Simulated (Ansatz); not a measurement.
Ansatz (a quantum-chemistry and plane-wave program) input for Al(Cl)(H)(iPr) (C3H8AlCl), SMILES C[CH]([AlH][Cl])C, PBE0-D3(BJ)/def2-SVP. 

Ansatz 0.2 input:
```yaml
crystal:
  periodic: [false, false, false]
  atoms:
    - {symbol: Al, position_ang: [0.76875380, -0.30663495, 0.60806904]}
    - {symbol: Cl, position_ang: [-0.76923760, -0.48716506, 1.91140758]}
    - {symbol: H, position_ang: [2.15683168, -0.75050595, 1.10914822]}
    - {symbol: C, position_ang: [0.57993912, 0.39220228, -1.28057196]}
    - {symbol: C, position_ang: [-0.20150359, 1.71827522, -1.29671223]}
    - {symbol: C, position_ang: [-0.13052560, -0.62395099, -2.19387348]}
    - {symbol: H, position_ang: [1.57189822, 0.58396254, -1.71787320]}
    - {symbol: H, position_ang: [-0.36353821, 2.06402761, -2.31873590]}
    - {symbol: H, position_ang: [-1.17794491, 1.59455001, -0.82537604]}
    - {symbol: H, position_ang: [0.34072489, 2.49279987, -0.75331311]}
    - {symbol: H, position_ang: [0.44807696, -1.54427160, -2.27155656]}
    - {symbol: H, position_ang: [-0.26501064, -0.21728912, -3.19727426]}
    - {symbol: H, position_ang: [-1.11525800, -0.87437204, -1.79689927]}
basis:
  gaussian:
    orbitals: def2-SVP
hamiltonian:
  xc: pbe0
  dispersion: d3bj
relax: {f_tol: 0.002, max_steps: 200}
```

It prints:

```
WARN ansatz: RAYON_NUM_THREADS=1 ignored (pool sized by the plan → 1); use --threads N
Functional definition: PBE0
integrals: 0.08 GiB planned
1276 factors; integrals over basis functions are off by at most 3.5e-4 eV
mean field: 0.56 GiB planned
mean field evaluation 1: about -22335.6039 eV, gradient 5.4e1 eV
mean field evaluation 2: about -22330.5762 eV, gradient 6.9e1 eV
mean field evaluation 4: about -22343.2332 eV, gradient 2.8e0 eV
mean field evaluation 8: about -22343.2746 eV, gradient 8.1e-2 eV
mean field evaluation 16: about -22343.2746 eV, gradient 1.9e-5 eV
mean field -22343.27464725 eV, -821.1001984708 hartree, gradient 1.9e-5 eV, S^2 0.000000; 0 other end points of the search recorded, 0 dependent functions left out
the calculation of the forces begins
reference -22343.27467698 eV, -821.1001995636 hartree; 28, 28 occupied and 90, 90 virtual orbitals, 1276 factors
relax step   1: F+E_penalty+E_count = -22343.53275190 eV  Δ(F+E_penalty+E_count) = +0.000e0 eV  max|allowed force component| = 2.079e0 eV/Å  Δτ_max = 0.0000 Å  (26 SCF iters, accepted)
these checks for a lower state are left out or cut short: starts, cluster_reference, orbital_swaps, neighbouring_geometries, increment
integrals: 0.08 GiB planned
1276 factors; integrals over basis functions are off by at most 3.6e-4 eV
mean field: 0.56 GiB planned
mean field -22343.44915854 eV, -821.1066116427 hartree, gradient 1.4e-5 eV, S^2 0.000000; 0 other end points of the search recorded, 0 dependent functions left out
the calculation of the forces begins
reference -22343.44918867 eV, -821.1066127499 hartree; 28, 28 occupied and 90, 90 virtual orbitals, 1276 factors
relax step   2: F+E_penalty+E_count = -22343.70721039 eV  Δ(F+E_penalty+E_count) = -1.745e-1 eV  max|allowed force component| = 3.829e-1 eV/Å  Δτ_max = 0.1104 Å  (28 SCF iters, accepted)
these checks for a lower state are left out or cut short: starts, cluster_reference, orbital_swaps, neighbouring_geometries, increment
integrals: 0.08 GiB planned
1276 factors; integrals over basis functions are off by at most 3.6e-4 eV
mean field: 0.56 GiB planned
mean field -22343.45932974 eV, -821.1069854273 hartree, gradient 6.2e-6 eV, S^2 0.000000; 0 other end points of the search recorded, 0 dependent functions left out
the calculation of the forces begins
reference -22343.45935978 eV, -821.1069865314 hartree; 28, 28 occupied and 90, 90 virtual orbitals, 1276 factors
relax step   3: F+E_penalty+E_count = -22343.71859607 eV  Δ(F+E_penalty+E_count) = -1.139e-2 eV  max|allowed force component| = 1.090e-1 eV/Å  Δτ_max = 0.0295 Å  (29 SCF iters, accepted)
these checks for a lower state are left out or cut short: starts, cluster_reference, orbital_swaps, neighbouring_geometries, increment
integrals: 0.08 GiB planned
1276 factors; integrals over basis functions are off by at most 3.6e-4 eV
mean field: 0.56 GiB planned
mean field evaluation 32: about -22343.4353 eV, gradient 2.1e-3 eV
mean field -22343.45991893 eV, -821.1070070795 hartree, gradient 6.2e-6 eV, S^2 0.000000; 0 other end points of the search recorded, 0 dependent functions left out
the calculation of the forces begins
reference -22343.45994894 eV, -821.1070081826 hartree; 28, 28 occupied and 90, 90 virtual orbitals, 1276 factors
relax step   4: F+E_penalty+E_count = -22343.72018017 eV  Δ(F+E_penalty+E_count) = -1.584e-3 eV  max|allowed force component| = 4.499e-2 eV/Å  Δτ_max = 0.0254 Å  (29 SCF iters, accepted)
these checks for a lower state are left out or cut short: starts, cluster_reference, orbital_swaps, neighbouring_geometries, increment
integrals: 0.08 GiB planned
1276 factors; integrals over basis functions are off by at most 3.5e-4 eV
mean field: 0.56 GiB planned
mean field -22343.45971116 eV, -821.1069994443 hartree, gradient 6.1e-6 eV, S^2 0.000000; 0 other end points of the search recorded, 0 dependent functions left out
the calculation of the forces begins
reference -22343.45974116 eV, -821.1070005467 hartree; 28, 28 occupied and 90, 90 virtual orbitals, 1276 factors
relax step   5: F+E_penalty+E_count = -22343.72075877 eV  Δ(F+E_penalty+E_count) = -5.786e-4 eV  max|allowed force component| = 2.566e-2 eV/Å  Δτ_max = 0.0279 Å  (29 SCF iters, accepted)
these checks for a lower state are left out or cut short: starts, cluster_reference, orbital_swaps, neighbouring_geometries, increment
integrals: 0.08 GiB planned
1276 factors; integrals over basis functions are off by at most 3.5e-4 eV
mean field: 0.56 GiB planned
[...]
1277 factors; integrals over basis functions are off by at most 3.7e-4 eV
mean field: 0.56 GiB planned
mean field -22343.47275739 eV, -821.1074788841 hartree, gradient 4.9e-6 eV, S^2 0.000000; 0 other end points of the search recorded, 0 dependent functions left out
the calculation of the forces begins
reference -22343.47278726 eV, -821.1074799822 hartree; 28, 28 occupied and 90, 90 virtual orbitals, 1277 factors
relax step  43: F+E_penalty+E_count = -22343.73000520 eV  Δ(F+E_penalty+E_count) = -9.437e-5 eV  max|allowed force component| = 3.529e-2 eV/Å  Δτ_max = 0.0845 Å  (26 SCF iters, accepted)
these checks for a lower state are left out or cut short: starts, cluster_reference, orbital_swaps, neighbouring_geometries, increment
integrals: 0.08 GiB planned
1277 factors; integrals over basis functions are off by at most 3.7e-4 eV
mean field: 0.56 GiB planned
mean field -22343.47279787 eV, -821.1074803721 hartree, gradient 9.9e-6 eV, S^2 0.000000; 0 other end points of the search recorded, 0 dependent functions left out
the calculation of the forces begins
reference -22343.47282775 eV, -821.1074814700 hartree; 28, 28 occupied and 90, 90 virtual orbitals, 1277 factors
relax step  44: F+E_penalty+E_count = -22343.73007806 eV  Δ(F+E_penalty+E_count) = -7.286e-5 eV  max|allowed force component| = 2.041e-2 eV/Å  Δτ_max = 0.0064 Å  (23 SCF iters, accepted)
these checks for a lower state are left out or cut short: starts, cluster_reference, orbital_swaps, neighbouring_geometries, increment
integrals: 0.08 GiB planned
1277 factors; integrals over basis functions are off by at most 3.8e-4 eV
mean field: 0.56 GiB planned
mean field -22343.47286361 eV, -821.1074827877 hartree, gradient 1.2e-5 eV, S^2 0.000000; 0 other end points of the search recorded, 0 dependent functions left out
the calculation of the forces begins
reference -22343.47289350 eV, -821.1074838862 hartree; 28, 28 occupied and 90, 90 virtual orbitals, 1277 factors
relax step  45: F+E_penalty+E_count = -22343.73013908 eV  Δ(F+E_penalty+E_count) = -6.102e-5 eV  max|allowed force component| = 8.778e-3 eV/Å  Δτ_max = 0.0241 Å  (23 SCF iters, accepted)
these checks for a lower state are left out or cut short: starts, cluster_reference, orbital_swaps, neighbouring_geometries, increment
integrals: 0.08 GiB planned
1277 factors; integrals over basis functions are off by at most 4.0e-4 eV
mean field: 0.56 GiB planned
mean field -22343.47296200 eV, -821.1074864035 hartree, gradient 5.3e-6 eV, S^2 0.000000; 0 other end points of the search recorded, 0 dependent functions left out
the calculation of the forces begins
reference -22343.47299192 eV, -821.1074875030 hartree; 28, 28 occupied and 90, 90 virtual orbitals, 1277 factors
relax step  46: F+E_penalty+E_count = -22343.73017414 eV  Δ(F+E_penalty+E_count) = -3.506e-5 eV  max|allowed force component| = 4.867e-3 eV/Å  Δτ_max = 0.0332 Å  (28 SCF iters, accepted)
these checks for a lower state are left out or cut short: starts, cluster_reference, orbital_swaps, neighbouring_geometries, increment
integrals: 0.08 GiB planned
1277 factors; integrals over basis functions are off by at most 4.2e-4 eV
mean field: 0.56 GiB planned
mean field evaluation 320: about -22343.4523 eV, gradient 8.1e-1 eV
mean field -22343.47296618 eV, -821.1074865574 hartree, gradient 5.3e-6 eV, S^2 0.000000; 0 other end points of the search recorded, 0 dependent functions left out
the calculation of the forces begins
reference -22343.47299613 eV, -821.1074876580 hartree; 28, 28 occupied and 90, 90 virtual orbitals, 1277 factors
relax step  47: F+E_penalty+E_count = -22343.73017705 eV  Δ(F+E_penalty+E_count) = -2.903e-6 eV  max|allowed force component| = 6.760e-3 eV/Å  Δτ_max = 0.0308 Å  (29 SCF iters, accepted)
these checks for a lower state are left out or cut short: starts, cluster_reference, orbital_swaps, neighbouring_geometries, increment
integrals: 0.08 GiB planned
1277 factors; integrals over basis functions are off by at most 4.2e-4 eV
mean field: 0.56 GiB planned
mean field -22343.47300015 eV, -821.1074878057 hartree, gradient 6.5e-6 eV, S^2 0.000000; 0 other end points of the search recorded, 0 dependent functions left out
the calculation of the forces begins
reference -22343.47303011 eV, -821.1074889065 hartree; 28, 28 occupied and 90, 90 virtual orbitals, 1277 factors
relax step  48: F+E_penalty+E_count = -22343.73018203 eV  Δ(F+E_penalty+E_count) = -4.981e-6 eV  max|allowed force component| = 4.648e-3 eV/Å  Δτ_max = 0.0046 Å  (23 SCF iters, accepted)
these checks for a lower state are left out or cut short: starts, cluster_reference, orbital_swaps, neighbouring_geometries, increment
integrals: 0.08 GiB planned
1277 factors; integrals over basis functions are off by at most 4.1e-4 eV
mean field: 0.56 GiB planned
mean field -22343.47299798 eV, -821.1074877259 hartree, gradient 9.5e-6 eV, S^2 0.000000; 0 other end points of the search recorded, 0 dependent functions left out
the calculation of the forces begins
reference -22343.47302793 eV, -821.1074888264 hartree; 28, 28 occupied and 90, 90 virtual orbitals, 1277 factors
relax step  49: F+E_penalty+E_count = -22343.73018554 eV  Δ(F+E_penalty+E_count) = -3.513e-6 eV  max|allowed force component| = 2.892e-3 eV/Å  Δτ_max = 0.0099 Å  (23 SCF iters, accepted)
these checks for a lower state are left out or cut short: starts, cluster_reference, orbital_swaps, neighbouring_geometries, increment
integrals: 0.08 GiB planned
1277 factors; integrals over basis functions are off by at most 4.1e-4 eV
mean field: 0.56 GiB planned
mean field -22343.47298071 eV, -821.1074870910 hartree, gradient 2.1e-5 eV, S^2 0.000000; 0 other end points of the search recorded, 0 dependent functions left out
the calculation of the forces begins
reference -22343.47301065 eV, -821.1074881915 hartree; 28, 28 occupied and 90, 90 virtual orbitals, 1277 factors
relax step  50: F+E_penalty+E_count = -22343.73018654 eV  Δ(F+E_penalty+E_count) = -9.973e-7 eV  max|allowed force component| = 9.994e-4 eV/Å  Δτ_max = 0.0015 Å  (20 SCF iters, accepted)
integrals: 0.08 GiB planned
1277 factors; integrals over basis functions are off by at most 4.1e-4 eV
mean field: 0.56 GiB planned
mean field evaluation 352: about -22343.4730 eV, gradient 8.2e-2 eV
mean field -22343.47298071 eV, -821.1074870910 hartree, gradient 2.1e-5 eV, S^2 0.000000; 1 other end points of the search recorded, 0 dependent functions left out
the calculation of the forces begins
reference -22343.47301065 eV, -821.1074881915 hartree; 28, 28 occupied and 90, 90 virtual orbitals, 1277 factors
Total energy: -22343.73021648 eV, -821.1169403315 hartree
Atom 0 at     0.742688    -0.355536     0.552237 Å, force    -0.000537    -0.000030    -0.000029 eV/Å
Atom 1 at     0.301895     0.808888     2.262907 Å, force     0.000205    -0.000319    -0.000036 eV/Å
Atom 2 at     1.303344    -1.813705     0.817815 Å, force    -0.000114     0.000387     0.000169 eV/Å
Atom 3 at     0.485978     0.434986    -1.226887 Å, force     0.000999     0.000469     0.000280 eV/Å
Atom 4 at    -0.459942     1.635275    -1.249553 Å, force    -0.000147    -0.000138     0.000111 eV/Å
Atom 5 at     0.109061    -0.622355    -2.268247 Å, force    -0.000114    -0.000549    -0.000421 eV/Å
Atom 6 at     1.503653     0.801589    -1.480509 Å, force    -0.000261    -0.000024    -0.000112 eV/Å
Atom 7 at    -0.481557     2.109942    -2.246428 Å, force    -0.000075    -0.000069    -0.000027 eV/Å
Atom 8 at    -1.495611     1.338198    -1.014180 Å, force     0.000059     0.000149     0.000089 eV/Å
Atom 9 at    -0.173629     2.406826    -0.518493 Å, force     0.000041    -0.000067    -0.000082 eV/Å
Atom 10 at     0.809078    -1.473687    -2.279818 Å, force     0.000018     0.000162     0.000046 eV/Å
Atom 11 at     0.097089    -0.196595    -3.287140 Å, force    -0.000095     0.000103     0.000013 eV/Å
Atom 12 at    -0.898841    -1.032199    -2.085265 Å, force     0.000022    -0.000074    -0.000000 eV/Å
Dipole moment:     0.040064    -0.069589    -0.372813 e Å
```

The calculation finished and met its thresholds.

Cost: about 7 core-minutes (a rough figure).
